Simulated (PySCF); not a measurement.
Structure problem from calculated spectra and properties.

Formula: C2H11FO2Si3.

| Quantity | Value |
| --- | --- |
| Rotational structure | rotational constants A, B, C: 1.424, 0.797, 0.549 GHz [GFN2-xTB] |
| Dipole | 1.42 D [PBE0/pcSseg-1] |
| NMR, other nuclei | isotropic shieldings of nuclei other than C and H, by class: 233 (1 O), 291 (1 O), 337 (1 F), 380 (1 Si), 382 (1 Si), 391 (1 Si) ppm [GIAO PBE0/pcSseg-1] |
| 13C NMR | chemical shifts (computed TMS as zero) by class: 13.8 (1 C), 7.6 (1 C) ppm [GIAO PBE0/pcSseg-1] |
| 1H NMR | chemical shifts (computed TMS as zero) by class: 5.27 (3 H), 5.09 (1 H), 5.00 (1 H), 4.94 (1 H), 1.08 (3 H), 0.81 (1 H), 0.67 (1 H) ppm [GIAO PBE0/pcSseg-1] |

Gas-phase values; electronic properties from PySCF, density fitting. Levels stand in brackets. The structure is a single GFN2-xTB conformer in the gas phase; no vibrational or solvent corrections. GFN2-xTB frequencies show an imaginary mode (34i cm⁻¹), so this geometry is no minimum at that level. NMR classes are plain means over equivalent atoms (diastereotopic ones count apart unless rotation or inversion swaps them), as if these changed places fast.

Question: Give a SMILES that accounts for the data.

Answer: Numbering: `[CH3:1][CH2:2][Si@H:3]([O:4][SiH3:5])[O:6][SiH2:7][F:8]`. Its formula, C2H11FO2Si3, gives 0 degrees of unsaturation, so no ring and no π bond. 2 carbons fall into 2 classes; from least to most shielded: sp3 carbon bound to silicon [C2] (13.8 ppm), methyl carbon [C1] (7.6 ppm). Hydrogen classes from least to most shielded: 3 H on an oxygen-bound silicon, Si5 (5.27 ppm), 1 H on a fluorine-bound silicon, Si7 (5.09 ppm), 1 H on an oxygen-bound silicon, Si3 (5.00 ppm), 1 H on a fluorine-bound silicon, Si7 (4.94 ppm), 3 H on a methyl carbon, C1 (1.08 ppm), 1 H on an sp3 carbon bound to silicon, C2 (0.81 ppm), 1 H on an sp3 carbon bound to silicon, C2 (0.67 ppm). The other shieldings belong to: 233 ppm, siloxane oxygen [O6]; 291 ppm, siloxane oxygen [O4]; 337 ppm, silicon-bound fluorine [F8]; 380 ppm, oxygen-bound silicon [Si3]; 382 ppm, fluorine-bound silicon [Si7]; 391 ppm, oxygen-bound silicon [Si5]. The optimised geometry has point group C1 and is an asymmetric top. Structure: `CC[Si@H](O[SiH3])O[SiH2]F`. Computed isomers that give other values at the same levels: `C[C@@H](F)[SiH](O[SiH3])O[SiH3]` (13C chemical shifts (computed TMS as zero) by class: 89.7 (1 C), 19.1 (1 C) ppm); `CO[SiH2][Si@H](F)OC[SiH3]` (13C chemical shifts (computed TMS as zero) by class: 56.2 (1 C), 52.0 (1 C) ppm); `C[Si@@H](O)[Si@](C)(F)O[SiH3]` (13C chemical shifts (computed TMS as zero) by class: 4.4 (1 C), 1.4 (1 C) ppm). The assignments are read from this structure; whether some other isomer fits the data as well wasn't checked. The mirror image fits equally.

Conformer computed: `[CH3:1][CH2:2][Si@H:3]([O:4][SiH3:5])[O:6][SiH2:7][F:8]`: C1–C2–Si3–O4 -60°, C2–Si3–O4–Si5 -147°, C2–Si3–O6–Si7 145°, Si3–O6–Si7–F8 35°.
